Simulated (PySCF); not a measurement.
**UHF on Cu²⁺ (copper, charge +2)**

Configuration: [Ar] 3d9, 2D determinant. Calculation: PySCF 2.14, in aug-cc-pwCVDZ-PP with ECP10MDF; scalar relativity through the core potential.

- Total energy: -195.292172 hartree
- One-electron energy: -338.7015 hartree
- Hartree (Coulomb) energy: 160.9081 hartree
- Exchange energy: -17.4987 hartree
- ⟨S²⟩: 0.7514
- ⟨L²⟩: 6.013
- Sum of ⟨r⟩: 14.10 bohr
- Sum of ⟨r²⟩: 14.60 bohr²
- Traceless quadrupole moment −½Σ⟨3z² − r²⟩ along its main axis: -0.338 e·bohr²

```csv
shell,electrons,mean orbital energy (hartree),spread (hartree),"rms radius, mean of both spins (bohr)"
3s α,1,-6.25415,0,0.765
3s β,1,-6.13453,0,0.765
3p α,3,-4.45915,0.09533,0.810
3p β,3,-4.31772,0.07019,0.810
3d α,5,-1.49015,0.10811,1.03
3d β,4,-1.42820,0.08491,1.03
```

Energies and moments cover only the electrons outside the core potential.
